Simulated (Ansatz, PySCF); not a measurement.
Reaction (SMILES): N[Si](N)(O)O -> N[Si](N)O + [OH] (HO) (the O-Si bond at the site shown breaks; other sites are not compared here)
Geometries: B3LYP-D3(BJ)/def2-TZVP minima from Ansatz (an electronic-structure program), one conformer each, not searched for the lowest. Frequencies are from Ansatz or PySCF.

Property: bond dissociation energy (enthalpy at 298 K, with B3LYP-D3(BJ) rigid-rotor harmonic-oscillator terms), in kcal/mol. Valence correlation only, unless marked. Open shells are spin-unrestricted. Spin-orbit coupling is left out. No relativistic terms. Basis-set limits of correlation are two-point, X^-3; Hartree-Fock from the larger set. The bracket is a focal-point correction in the basis named.

```tsv
level	program	bond dissociation energy (kcal/mol)
BLYP-D4/def2-TZVPD	Ansatz + dftd4	?
r2SCAN-D4/def2-TZVPD	Ansatz + dftd4	129.4
PBE0/def2-SVP	Ansatz	?
PBE0/def2-QZVPP	Ansatz	129.8
BHLYP/def2-TZVPD	Ansatz	127.8
r2SCAN0-D4/def2-TZVPD	Ansatz + dftd4	128.8
HSE06/def2-TZVPD	Ansatz	128.9
LC-wPBE-D4/def2-TZVPD	Ansatz + dftd4	133.3
LC-wPBE/def2-TZVPD	Ansatz	131.7
B2GP-PLYP-D3(BJ)/def2-TZVPD	Ansatz + dftd3	134.2
PBE-QIDH/def2-TZVPD	Ansatz	?
SCS-MP2/cc-pwCVTZ	Ansatz	139.9
CCSD/STO-3G	Ansatz	98.5
CCSD/cc-pV(D+d)Z	Ansatz	?
CCSD(T) with core electrons (1s frozen past Ne)/cc-pwCVTZ	Ansatz	136.6
RI-MP2/CBS(cc-pV(T+d)Z,cc-pV(Q+d)Z)+[CCSD(T)-MP2]/cc-pV(T+d)Z	Ansatz	138.6
```

### Question
Some entries are withheld; supply them.

### Answer

- BLYP-D4/def2-TZVPD, bond dissociation energy (kcal/mol): 127.4
- PBE0/def2-SVP, bond dissociation energy (kcal/mol): 129.0
- PBE-QIDH/def2-TZVPD, bond dissociation energy (kcal/mol): 134.3
- CCSD/cc-pV(D+d)Z, bond dissociation energy (kcal/mol): 125.5
